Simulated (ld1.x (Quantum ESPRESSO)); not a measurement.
# Pseudopotential generation for cadmium (Cd): PAW, LDA (PZ), fully relativistic.

ld1.x (Quantum ESPRESSO) 7.5 input, shortened:

```
&input
   title='Cd', zed=48., rel=2, dft='PZ', iswitch=3,
   config='[Kr] 4d10 4f-2 5s1 5p0', rel_dist='average'
 /
 &inputp
   pseudotype=3, lpaw=.true., tm=.true., lloc=-1, rcloc=1.15,
   nlcc=.true., new_core_ps=.true., rcore=0.95,
   which_augfun='BESSEL', rmatch_augfun=1.20
 /
7
4S  1  0   2.00   0.00  1.15  1.55  0.0
5S  2  0   1.00   0.00  1.15  1.55  0.0
4P  2  1   6.00   0.00  1.55  1.75  0.0
5P  3  1   0.00   0.00  1.55  1.75  0.0
4D  3  2  10.00   0.00  1.40  1.72  0.0
4D  3  2   0.00  -1.20  1.40  1.72  0.0
4F  4  3  -2.00   0.45  1.70  1.90  0.0
 &test
   configts(1)='4s2 4p6 4d10 5s1 5p0'
 /
```

Open shells are filled in proportion to 2j + 1 (rel_dist='average').

Poles of the logarithmic derivatives, all-electron (AE) and pseudo (PS). s: poles at -8.4, 3.9 (AE) and -8.4, 3.9 (PS) Ry. p1/2: poles at -5.8 (AE) and -7.2, -5.8, 4.5 (PS) Ry. p3/2: poles at -5.3 (AE) and -7.9, -5.3, 4.8 (PS) Ry. d3/2: poles at -1.0 (AE) and -1.0 (PS) Ry. d5/2: poles at -0.9 (AE) and -0.9 (PS) Ry. f5/2: poles at 3.9 (AE) and 4.7 (PS) Ry. f7/2: poles at 3.9 (AE) and 4.7 (PS) Ry. Test radius 2.06 bohr.

* Configuration tests: test run stopped at test 7 of 7 (negative norm?)

The ghost test of this file was not conclusive.
